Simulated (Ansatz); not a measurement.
Cost and result up the ladder for Cs₃Cl₃ (6 atoms). The state is a singlet with charge 0. Geometry: PBE0-D4/def2-SVP.

Cartesian coordinates in Å:
```
Cs -1.126 3.315 0.509
Cs -0.518 -1.913 -2.927
Cs 1.197 -0.733 1.318
Cl 0.603 -3.391 -0.445
Cl 0.027 1.809 2.961
Cl -0.183 0.912 -1.415
```

Ansatz on 4 threads of Arm Neoverse V1 on a shared host. Times are rough, and most runs start from the orbitals of an earlier one. r2SCAN0-D4/def2-TZVP serves as the yardstick here, not as an exact answer. Differences are given only for rows in sets of like size (and for xTB, whose basis is part of the method), since another set adds its own error. Binding counts from free atoms at the same level (Cs doublet, Cl doublet; other spins of the atoms weren't run), without zero-point energy or a counterpoise term.

In the def2 sets Cs takes a core potential; there is no spin–orbit coupling. Correlated methods freeze 15 core orbitals; core or outer-core shells of Cs are correlated, in sets that lack core-valence functions. The rows differ in basis, and correlated rows in double-zeta sets carry the largest basis error. Another isomer (singlet) lies 0.02 eV lower at PBE0-D4/def2-TZVP; other spin states weren't run for this one.

Correlated methods converge slowly with the basis, most of all in double-zeta sets.

```csv
level,functions,wall time,binding energy per atom (eV),difference from r2SCAN0-D4/def2-TZVP (eV)
PBE-D4/def2-TZVP (with forces),198,5.5 s,2.67,-0.02
PBE0-D4/def2-TZVP,198,6.5 s,2.67,-0.03
r2SCAN-D4/def2-TZVP,198,10 s,2.74,0.04
r2SCAN0-D4/def2-TZVP,198,12 s,2.70,0.00
B97M-V/def2-TZVP,198,21 s,2.70,0.00
CCSD(T)/def2-SVP,126,25 s,2.45,–
```
